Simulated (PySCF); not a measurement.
**Lu (lutetium, neutral) across methods**

[Xe] 4f14 5d1 6s2, 2D determinant. All numbers are calculated (PySCF 2.14, the spin-free X2C one-electron Hamiltonian (Gaussian nucleus), in ANO-RCC-VTZP).

| method | E (hartree) | mean ε 6s α (eV) | mean ε 6s β (eV) | mean ε 5d α (eV) | Σ⟨r²⟩ (bohr²) | ⟨S²⟩ |
| --- | --- | --- | --- | --- | --- | --- |
| LDA | -14553.37 | -4.914 | -4.576 | -2.160 | 72.76 | 0.763 |
| PW91 | -14564.58 | -4.784 | -4.439 | -2.238 | 73.33 | 0.789 |
| PBE | -14563.05 | -4.736 | -4.400 | -2.191 | 73.48 | 0.786 |
| B3LYP | -14563.32 | -5.176 | -4.910 | -2.826 | 73.44 | 0.767 |
| UHF | -14557.81963 | -6.363 | -5.814 | -5.284 | 76.41 | 0.806 |
| PBE0 | -14562.77 | -5.308 | -4.957 | -3.076 | 73.73 | 0.785 |
| r2SCAN | -14563.10 | -4.776 | -4.476 | -2.602 | 73.79 | 0.870 |

Spin-orbit coupling, absent here, splits the open shell strongly.
